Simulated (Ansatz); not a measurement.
Ansatz (a program for electronic structure) job for H3O3Sn, SMILES [OH][Sn+]([OH])[OH], charge +1, PBE0-D3(BJ)/def2-SVP. 

Ansatz 0.2 input:
```yaml
crystal:
  periodic: [false, false, false]
  atoms:
    - {symbol: Sn, position_ang: [0.02002424, -0.00565402, -0.00354722]}
    - {symbol: O, position_ang: [1.66831928, -0.37528575, -0.74504862]}
    - {symbol: H, position_ang: [1.97732592, 0.04839456, -1.56544609]}
    - {symbol: O, position_ang: [-0.41545696, -0.82888918, 1.57261506]}
    - {symbol: H, position_ang: [-1.29098152, -0.63718501, 1.96290571]}
    - {symbol: O, position_ang: [-1.30814030, 1.11081408, -0.66856227]}
    - {symbol: H, position_ang: [-1.24533227, 1.61837800, -1.49213209]}
basis:
  gaussian:
    orbitals: def2-SVP
hamiltonian:
  xc: pbe0
  dispersion: d3bj
total_charge: 1
relax: {f_tol: 0.002, max_steps: 200}
```

Log of the run:

```
WARN ansatz: RAYON_NUM_THREADS=1 ignored (pool sized by the plan → 1); use --threads N
Functional definition: PBE0
integrals: 0.04 GiB planned
960 factors; integrals over basis functions are off by at most 2.3e-4 eV
mean field: 0.29 GiB planned
mean field evaluation 1: about -11978.3722 eV, gradient 1.1e2 eV
mean field evaluation 2: about -11929.4644 eV, gradient 1.9e2 eV
mean field evaluation 4: about -12001.5457 eV, gradient 1.4e1 eV
mean field evaluation 8: about -12001.9452 eV, gradient 4.7e-1 eV
mean field evaluation 16: about -12001.9456 eV, gradient 1.9e-5 eV
mean field -12001.94561796 eV, -441.0633662493 hartree, gradient 1.9e-5 eV, S^2 0.000000; 0 other end points of the search recorded, 0 dependent functions left out
the calculation of the forces begins
reference -12001.94564477 eV, -441.0633672343 hartree; 24, 24 occupied and 59, 59 virtual orbitals, 960 factors
relax step   1: F+E_penalty+E_count = -12002.04301218 eV  Δ(F+E_penalty+E_count) = +0.000e0 eV  max|allowed force component| = 2.290e0 eV/Å  Δτ_max = 0.0000 Å  (27 SCF iters, accepted)
these checks for a lower state are left out or cut short: starts, cluster_reference, orbital_swaps, neighbouring_geometries, increment
integrals: 0.04 GiB planned
960 factors; integrals over basis functions are off by at most 2.3e-4 eV
mean field: 0.29 GiB planned
mean field -12002.15564276 eV, -441.0710845181 hartree, gradient 1.2e-5 eV, S^2 0.000000; 0 other end points of the search recorded, 0 dependent functions left out
the calculation of the forces begins
reference -12002.15566970 eV, -441.0710855084 hartree; 24, 24 occupied and 59, 59 virtual orbitals, 960 factors
relax step   2: F+E_penalty+E_count = -12002.25179580 eV  Δ(F+E_penalty+E_count) = -2.088e-1 eV  max|allowed force component| = 4.001e-1 eV/Å  Δτ_max = 0.0768 Å  (31 SCF iters, accepted)
these checks for a lower state are left out or cut short: starts, cluster_reference, orbital_swaps, neighbouring_geometries, increment
integrals: 0.04 GiB planned
960 factors; integrals over basis functions are off by at most 2.3e-4 eV
mean field: 0.29 GiB planned
mean field -12002.18288832 eV, -441.0720857741 hartree, gradient 8.6e-6 eV, S^2 0.000000; 0 other end points of the search recorded, 0 dependent functions left out
the calculation of the forces begins
reference -12002.18291522 eV, -441.0720867625 hartree; 24, 24 occupied and 59, 59 virtual orbitals, 960 factors
relax step   3: F+E_penalty+E_count = -12002.27890084 eV  Δ(F+E_penalty+E_count) = -2.711e-2 eV  max|allowed force component| = 1.198e-1 eV/Å  Δτ_max = 0.0341 Å  (32 SCF iters, accepted)
these checks for a lower state are left out or cut short: starts, cluster_reference, orbital_swaps, neighbouring_geometries, increment
integrals: 0.04 GiB planned
960 factors; integrals over basis functions are off by at most 2.3e-4 eV
mean field: 0.29 GiB planned
mean field evaluation 32: about -12002.1460 eV, gradient 1.1e-2 eV
mean field -12002.18756935 eV, -441.0722577987 hartree, gradient 8.7e-6 eV, S^2 0.000000; 0 other end points of the search recorded, 0 dependent functions left out
the calculation of the forces begins
reference -12002.18759615 eV, -441.0722587837 hartree; 24, 24 occupied and 59, 59 virtual orbitals, 960 factors
relax step   4: F+E_penalty+E_count = -12002.28365637 eV  Δ(F+E_penalty+E_count) = -4.756e-3 eV  max|allowed force component| = 5.468e-2 eV/Å  Δτ_max = 0.0357 Å  (32 SCF iters, accepted)
these checks for a lower state are left out or cut short: starts, cluster_reference, orbital_swaps, neighbouring_geometries, increment
integrals: 0.04 GiB planned
960 factors; integrals over basis functions are off by at most 2.3e-4 eV
mean field: 0.29 GiB planned
mean field -12002.18772877 eV, -441.0722636571 hartree, gradient 1.3e-5 eV, S^2 0.000000; 0 other end points of the search recorded, 0 dependent functions left out
the calculation of the forces begins
reference -12002.18775556 eV, -441.0722646417 hartree; 24, 24 occupied and 59, 59 virtual orbitals, 960 factors
relax step   5: F+E_penalty+E_count = -12002.28383593 eV  Δ(F+E_penalty+E_count) = -1.796e-4 eV  max|allowed force component| = 6.435e-3 eV/Å  Δτ_max = 0.0055 Å  (25 SCF iters, accepted)
these checks for a lower state are left out or cut short: starts, cluster_reference, orbital_swaps, neighbouring_geometries, increment
integrals: 0.04 GiB planned
960 factors; integrals over basis functions are off by at most 2.3e-4 eV
mean field: 0.29 GiB planned
mean field -12002.18774539 eV, -441.0722642680 hartree, gradient 2.2e-5 eV, S^2 0.000000; 0 other end points of the search recorded, 0 dependent functions left out
the calculation of the forces begins
reference -12002.18777218 eV, -441.0722652525 hartree; 24, 24 occupied and 59, 59 virtual orbitals, 960 factors
relax step   6: F+E_penalty+E_count = -12002.28385821 eV  Δ(F+E_penalty+E_count) = -2.228e-5 eV  max|allowed force component| = 1.197e-3 eV/Å  Δτ_max = 0.0043 Å  (24 SCF iters, accepted)
integrals: 0.04 GiB planned
960 factors; integrals over basis functions are off by at most 2.3e-4 eV
mean field: 0.29 GiB planned
mean field evaluation 64: about -12002.1877 eV, gradient 1.5e-3 eV
mean field -12002.18774539 eV, -441.0722642680 hartree, gradient 2.2e-5 eV, S^2 0.000000; 1 other end points of the search recorded, 0 dependent functions left out
the calculation of the forces begins
reference -12002.18777218 eV, -441.0722652525 hartree; 24, 24 occupied and 59, 59 virtual orbitals, 960 factors
Total energy: -12002.28388500 eV, -441.0757973336 hartree
Atom 0 at    -0.021470     0.026274    -0.021713 Å, force     0.000844     0.000236    -0.001197 eV/Å
Atom 1 at     1.712447    -0.392311    -0.723112 Å, force     0.000043     0.000298    -0.000510 eV/Å
Atom 2 at     1.963193     0.033874    -1.560004 Å, force    -0.000436     0.000142     0.000216 eV/Å
Atom 3 at    -0.386789    -0.875807     1.621968 Å, force    -0.000869     0.000098     0.000510 eV/Å
Atom 4 at    -1.258846    -0.690068     2.011929 Å, force    -0.000131    -0.000354     0.000747 eV/Å
Atom 5 at    -1.392643     1.183975    -0.715888 Å, force     0.000263     0.000435    -0.000927 eV/Å
Atom 6 at    -1.210133     1.644636    -1.552395 Å, force     0.000285    -0.000856     0.001159 eV/Å
Dipole moment:    -0.138630     0.410834    -0.514195 e Å
```

Self-consistency was reached.

Cost: very roughly 21 core-seconds.
